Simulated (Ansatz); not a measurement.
Total energies of `O=C=[N][Sn]([Cl])([Cl])[Cl]`.

Cartesian coordinates in Å:
```
O 0.845 -1.354 -2.628
C 0.612 -0.561 -1.813
N 0.394 0.327 -1.023
Sn -0.276 0.373 0.844
Cl -0.282 2.556 1.501
Cl 1.105 -0.856 2.194
Cl -2.397 -0.483 0.925
```

Charge 0, multiplicity 1. Correlated methods include outer-core shells of Sn, which these sets cover unevenly. Sn takes the def2 core potential. All single points use the PBE0-D4/def2-TZVP geometry. It is one conformer, not always the lowest. Basis def2-TZVPP, the Gaussian-basis code of Ansatz.

RPA on PBE orbitals: Hartree–Fock energy of these orbitals -1759.22199 Eh, correlation -2.17149 Eh (frozen core).

```json
{"functional": "LDA (SPW92)", "energy without D4 (Eh)": "-1757.16904", "D4 term (kJ/mol)": "–"}
{"functional": "PBE", "energy without D4 (Eh)": "-1762.51700", "D4 term (kJ/mol)": "-29.1"}
{"functional": "revPBE", "energy without D4 (Eh)": "-1763.00397", "D4 term (kJ/mol)": "-66.8"}
{"functional": "BLYP", "energy without D4 (Eh)": "-1763.17217", "D4 term (kJ/mol)": "-60.1"}
{"functional": "r2SCAN", "energy without D4 (Eh)": "-1763.17246", "D4 term (kJ/mol)": "-7.3"}
{"functional": "B97M-V", "energy without D4 (Eh)": "-1762.88262", "D4 term (kJ/mol)": "–"}
{"functional": "PBE0", "energy without D4 (Eh)": "-1762.62845", "D4 term (kJ/mol)": "-25.5"}
{"functional": "B3LYP", "energy without D4 (Eh)": "-1763.36890", "D4 term (kJ/mol)": "-47.3"}
{"functional": "r2SCANh", "energy without D4 (Eh)": "-1763.14359", "D4 term (kJ/mol)": "-8.0"}
{"functional": "r2SCAN0", "energy without D4 (Eh)": "-1763.10235", "D4 term (kJ/mol)": "-8.9"}
{"functional": "HSE06 (plane-wave form)", "energy without D4 (Eh)": "-1762.59674", "D4 term (kJ/mol)": "-24.4"}
{"functional": "BHLYP", "energy without D4 (Eh)": "-1763.09781", "D4 term (kJ/mol)": "-43.1"}
{"functional": "CAM-B3LYP", "energy without D4 (Eh)": "-1763.21774", "D4 term (kJ/mol)": "-27.0"}
{"functional": "LC-ωPBE", "energy without D4 (Eh)": "-1762.79859", "D4 term (kJ/mol)": "–"}
{"functional": "ωB97X-V", "energy without D4 (Eh)": "-1762.98311", "D4 term (kJ/mol)": "–"}
{"functional": "ωB97M-V", "energy without D4 (Eh)": "-1763.11221", "D4 term (kJ/mol)": "–"}
{"functional": "B2PLYP", "energy without D4 (Eh)": "-1762.55170", "D4 term (kJ/mol)": "–"}
{"functional": "PBE-QIDH", "energy without D4 (Eh)": "-1762.15760", "D4 term (kJ/mol)": "–"}
```

B3LYP takes the VWN-RPA correlation (the form of Gaussian; ORCA's B3LYP/G). HSE06 is the plane-wave form, built on full-range PBE exchange. The double hybrids freeze the cores in their second-order part.

LC-ωPBE has ω = 0.4 bohr⁻¹.
